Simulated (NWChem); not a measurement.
System: C₂H₆GeO; SMILES C[C](=O)[GeH3]

```xyz
10

C     -1.1095     1.8308     0.1803
C      0.0605     0.9930    -0.2577
O      1.0611     1.4646    -0.7358
Ge    -0.0120    -1.0113    -0.0516
H     -1.3121     1.6610     1.2506
H     -2.0169     1.5203    -0.3635
H     -0.9043     2.8953    -0.0022
H      0.1641    -1.6291    -1.4472
H      1.1654    -1.4299     0.8420
H     -1.3353    -1.5016     0.5700
```
Atoms are numbered in this order, from 1.

Results from NWChem. Pople sets run with spherical d functions. The geometry was optimised at PBE0/def2-SVP. Vzz is the largest principal value of the second derivative of the potential at the nucleus (NWChem prints the opposite sign); η is the asymmetry. Non-relativistic.

```csv
level,Vzz O3 (a.u.),η O3,Vzz Ge4 (a.u.),η Ge4
PBE/def2-TZVP,-1.787,0.59,0.290,0.29
PBE/cc-pVTZ,-1.790,0.59,0.241,0.35
PBE0/def2-SVP,-1.885,0.51,0.231,0.47
PBE0/6-31G*,…,…,…,…
```

**Question.** Fill in the missing entries.

**Answer.** 
- PBE0/6-31G*, Vzz O3 (a.u.): -1.851
- PBE0/6-31G*, η O3: 0.46
- PBE0/6-31G*, Vzz Ge4 (a.u.): 0.214
- PBE0/6-31G*, η Ge4: 0.52
